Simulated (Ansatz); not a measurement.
`F[SiH2]S[SiH3]` → `[SiH3]S` + `F[SiH]` at 700 K and 1 bar (silylene formation by 1,1-elimination).

Program: Ansatz. Geometries: PBE0-D4/def2-TZVP. ΔE: electronic, gas phase. CCSD(T)/CBS is the MP2 limit (def2-TZVPP, def2-QZVPP) plus CCSD(T) − MP2 in def2-TZVPP, frozen cores. This one scheme is used for every species. One conformer a species, not always the lowest.

```json
{"species": "`F[SiH2]S[SiH3]`", "CCSD(T)/CBS energy (Eh)": "-1078.84190", "H − E (kJ/mol)": "199.6", "S (J/(mol·K))": "466.1"}
{"species": "`[SiH3]S`", "CCSD(T)/CBS energy (Eh)": "-689.27336", "H − E (kJ/mol)": "135.5", "S (J/(mol·K))": "340.5"}
{"species": "`F[SiH]`", "CCSD(T)/CBS energy (Eh)": "-389.46371", "H − E (kJ/mol)": "50.0", "S (J/(mol·K))": "276.0"}
```

H − E and S are ideal-gas, rigid-rotor, harmonic terms from PBE0-D4/def2-TZVP, for one conformer and one mirror image of each species. 1 Eh = 2625.50 kJ/mol, R = 8.31446 J/(mol·K).

Question: By hand: ΔE, ΔH, ΔS and ΔG.

Answer: ΔE = (-689.27336) + (-389.46371) − (-1078.84190) = 0.10483 Eh = 275.2 kJ/mol. Δ(H − E) = 135.5 + 50.0 − 199.6 = -14.1, so ΔH = 261.1 kJ/mol. ΔS = 340.5 + 276.0 − 466.1 = 150.4 J/(mol·K). ΔG = 261.1 − 700 × (150.4)/1000 = 155.8 kJ/mol.

Question: By hand: the equilibrium constant, and the temperature at which ΔG would vanish if ΔH and ΔS stayed fixed.

Answer: log₁₀ K = −ΔG/(RT ln 10) = -11.6. ΔG = 0 at ΔH/ΔS = 1736 K.

The number of gas molecules changes by +1, which sets the sign of ΔS. A doubt of 5 kJ/mol in ΔE shifts log₁₀ K by 0.4 here. Other conformers and mirror images would add mixing entropy, several J/(mol·K) or more a flexible species. Modes under 60 cm⁻¹, often nearly free rotors, make the harmonic entropy too high. These are equilibria of isolated gas molecules and say nothing of rates. Largest T1 diagnostic: 0.015 (customary marks: 0.02 for closed shells, 0.045 for open ones).
